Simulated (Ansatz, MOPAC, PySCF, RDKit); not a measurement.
Dimer: H2S (SMILES S) (first 3 atoms) with CH3Cl (SMILES CCl); geometry from B3LYP-D3(BJ)/def2-TZVP, rigid monomers moved along the line of their centres of mass till H3···Cl5 is 3.12 Å.
(charge 0, multiplicity 1):
```tsv
atom	x (Å)	y (Å)	z (Å)
S	-1.9933	-0.3872	-0.4380
H	-1.2636	0.6439	-0.8930
H	-0.9095	-1.0126	0.0551
C	-0.1393	-0.2077	3.4034
Cl	1.0221	-1.2396	2.4968
H	-0.5339	-0.7912	4.2295
H	0.3980	0.6618	3.7691
H	-0.9315	0.0828	2.7197
```

Counterpoise-corrected where a basis set is named; no monomer relaxation. Rows marked so take none.

Rows in 6-31G*, STO-3G carry no dispersion term and start afresh at each structure (6-31G* with six Cartesian d functions). The state that PM6 reach isn't checked.

The values were computed with Ansatz (Gaussian orbitals); MOPAC for PM6 (differences of heats of formation); PySCF for 6-31G* rows, STO-3G rows, the dispersion terms; RDKit for the force fields. 

| level | interaction energy (kcal/mol) |
|---|---|
| MMFF94 | -1.14 |
| PM6 | -1.19 |
| HF/STO-3G (no counterpoise) | -0.48 |
| HF/6-31G* | -0.80 |
| HF/aug-cc-pV(D+d)Z | -0.79 |
| PBE-D4/def2-TZVPPD | -2.36 |
| B3LYP/6-31G* | -1.11 |
| PBE0/def2-TZVPPD | … |
| wB97X-V/def2-TZVPPD | … |

Q: What belongs in the gaps?

A: 
- PBE0/def2-TZVPPD, interaction energy (kcal/mol): -1.50
- wB97X-V/def2-TZVPPD, interaction energy (kcal/mol): -2.05

Ansatz is an electronic-structure program.
